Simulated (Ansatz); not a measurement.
Basis-set extrapolation for `CCB(F)S` (PBE0-D4/def2-TZVP geometry, frozen core, Ansatz). Multiplicity 1, RHF reference.

```tsv
	def2-TZVPP	def2-QZVPP
HF	-601.081841	-601.102099
MP2 correlation	-0.873539	-0.941695
CCSD(T) correlation	-0.955763	not run
```

Energies in hartree. Use E(X) = E(∞) + A·exp(−7.88·√X) for Hartree–Fock and E(X) = E(∞) + B·X^(−2.97) for correlation, with X = 3 and 4, and add CCSD(T) minus MP2 of the smaller set to the MP2 limit.

Problem. What is the CCSD(T) energy at the basis-set limit?

Solution. HF limit: -601.102099 + (-0.020258) × 0.13774 = -601.10489. MP2 limit: -0.941695 + (-0.068156) × 0.74074 = -0.99218. Higher-order term: -0.955763 − (-0.873539) = -0.08222. Total: -602.17929 hartree, 372.0 kJ/mol below CCSD(T)/def2-TZVPP.
